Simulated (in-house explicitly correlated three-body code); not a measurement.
The numbers below are computed, except where a source is named.
# Taking the two-electron ground state apart, Z = 2.72

A variational code in 260 exponentially correlated functions gives, for two electrons around a point charge Z = 2.72 (non-relativistic, fixed nucleus, atomic units): E = -5.8530544, <1/r> = 2.408004 per electron, <1/r12> = 1.393432. From its density, U = 2.951604 (Hartree energy) and T_s = 5.813896 (kinetic energy of the doubly filled orbital √(n/2)). Further, <r²> = 0.561498 per electron, <r12²> = 1.17031 and <p1·p2> = 0.252365.

Q: Check the virial theorem, and compare with the screened hydrogenic estimate.

A: V = −2Z<1/r> + <1/r12> = -13.099542 + 1.393432 = -11.706110, and 2E = -11.706109, so T = −E = 5.853054. A product of 1s orbitals with exponent Z − 5/16 = 2.4075 gives −2.4075² = -5.79606, which is 57.0 millihartree too high.

Q: Find the exchange and correlation energies of density-functional theory.

A: For two electrons in one orbital E_x = −U/2 = -1.475802. The potential part of correlation is U_c = <1/r12> − U − E_x = -0.082370, the kinetic part T_c = T − T_s = 0.039158, and E_c = T_c + U_c = -0.043212 hartree. Restricted Hartree-Fock gives -5.809866, so the correlation energy of wave-function theory is -0.043189.

Q: What do the second moments say about angular correlation and diamagnetism?

A: From r12² = r1² + r2² − 2 r1·r2, <r1·r2> = <r²> − <r12²>/2 = -0.02366 bohr². It vanishes for a product of s orbitals, and its negative sign shows that the electrons favour opposite sides of the nucleus. The Langevin susceptibility is −0.79199e-6 × 2<r²> = -0.8894e-6 cm³/mol.

Q: How does a model nuclear mass of 5.4 u change the ionisation energy, to first order in m/M (1 hartree = 27.211386 eV)?

A: m/M = 1/(5.4 × 1822.8885) = 1.01589e-04. With a fixed nucleus the second electron is bound by −Z²/2 − E = 2.153854 hartree = 58.6094 eV. The reduced mass scales this by 1 − m/M, a change of -5.954 meV. The mass-polarisation term raises the two-electron state by (m/M)<p1·p2> = 25.64 microhartree, a further -0.698 meV. The sum is 58.6027 eV, before relativistic and QED terms.
